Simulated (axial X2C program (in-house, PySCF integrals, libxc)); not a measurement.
# What spin–orbit coupling does to RbB⁻

Computed with an in-house all-electron X2C program for linear molecules (integrals from PySCF). Spin-free means the one-electron spin-free X2C Hamiltonian; two-component (2c) means X2C with spin–orbit coupling and atomic mean-field two-electron Coulomb and Gaunt terms, so the difference of the two also holds small scalar two-electron terms. Basis: Rb dyall-acv3z [13s14p9d4f1g], B dyall-av3z [8s7p3d2f] (cores contracted in-house); Gaussian nuclei, density fitting, unrestricted open shells. Masses: Rb 84.912 u, B 11.009 u.

Spin-free state: M_S = 1/2, Λ = 1 (beyond evenly filled blocks: π+α); fragments Rb + B- for PBE0, r2SCAN; Rb- + B for HF, CCSD, CCSD(T).

```tsv
level	Re (Å)	ωe (cm⁻¹)	De (eV)	μ (D)
PBE0	3.151	190.4	n/a	-0.47
HF	3.226	196.8	0.791	0.56
CCSD	3.180	193.1	0.763	n/a
CCSD(T)	3.175	193.0	0.779	n/a
r2SCAN	3.175	188.2	n/a	-0.78
```

Correlated methods: 13 electrons correlated (number of frozen shells: Rb 3 s, 2 p, 1 d; B 1 s), 289 virtual spin orbitals or spinors in MP2, 90 natural virtuals in coupled cluster.

Dipoles are positive if B is the positive end and refer to the centre of mass.

(1) Within this multiplet, which Ω should lie lowest by the rule for regular and inverted multiplets?

Two-component determinant lowest at the distance of the search:

Ω = 1/2 (⟨Sz⟩ = -0.50, ⟨Lz⟩ = 1.00 at HF); fragments Rb + B- for PBE0, r2SCAN; Rb- + B for HF, CCSD, CCSD(T).

```json
{"level": "PBE0", "Re (Å)": "3.149", "ωe (cm⁻¹)": "190.6", "De (eV)": "n/a", "μ (D)": "-0.45"}
{"level": "HF", "Re (Å)": "3.224", "ωe (cm⁻¹)": "196.9", "De (eV)": "0.792", "μ (D)": "0.57"}
{"level": "CCSD", "Re (Å)": "3.179", "ωe (cm⁻¹)": "193.2", "De (eV)": "0.764", "μ (D)": "n/a"}
{"level": "CCSD(T)", "Re (Å)": "3.174", "ωe (cm⁻¹)": "193.2", "De (eV)": "0.780", "μ (D)": "n/a"}
{"level": "r2SCAN", "Re (Å)": "3.173", "ωe (cm⁻¹)": "188.4", "De (eV)": "n/a", "μ (D)": "-0.77"}
```

(2) From the two tables, how do the constants change at the CCSD(T) level (2c against spin-free)?

The state is one determinant whose occupation by symmetry is held fixed; it was picked as the lowest of a PBE0 search that is not exhaustive. De is counted from the lowest determinant-based energies of the atoms at the same level, without counterpoise correction. De is not given where an atomic determinant may have missed its ground term or J level, or where the truncated virtual space spoils (T). Density functionals use the spin component along the axis (collinear). CCSD and (T) use frozen natural virtuals with an MP2 correction for the truncation; (T) itself is uncorrected, so its De runs slightly low. In 2c an atomic determinant is not the ground J level, so De misses part of the atomic spin–orbit lowering. This holds for CCSD, CCSD(T). Other states lie close and PBE0, whose exact exchange favours high spin, may order them wrongly; the determinant shown need not be the ground state. The nearest other spin-free determinant of the search, M_S = 3/2, Λ = 1, lies 0.09 eV up at the distance of the search. The functionals have no current-density term, which raises determinants with orbital currents, atoms included. At some level and bond length an empty orbital lies below a filled one. Some points did not converge and are left out. The highest occupied level of some functionals is positive through self-interaction error; at Hartree–Fock it is bound. The determinant is spin-polarised beyond a pure state at some levels (its spin-free form has ⟨S²⟩ too high), which makes Re and μ there less reliable. Hartree–Fock gets electron affinities wrong, so its lowest charge split need not be the true one.

Answers

(1) The open π shell holds one electron, so the multiplet is regular: Ω = Λ − 1/2 = 1/2. The PBE0 2c search agrees, though Ω = 3/2 of the search lies only 0.00 eV higher.

(2) At the CCSD(T) level Re falls by 0.001 Å and ωe is unchanged to within 0.2 cm⁻¹; De is not compared, since the atomic limits differ or miss part of their spin–orbit lowering.
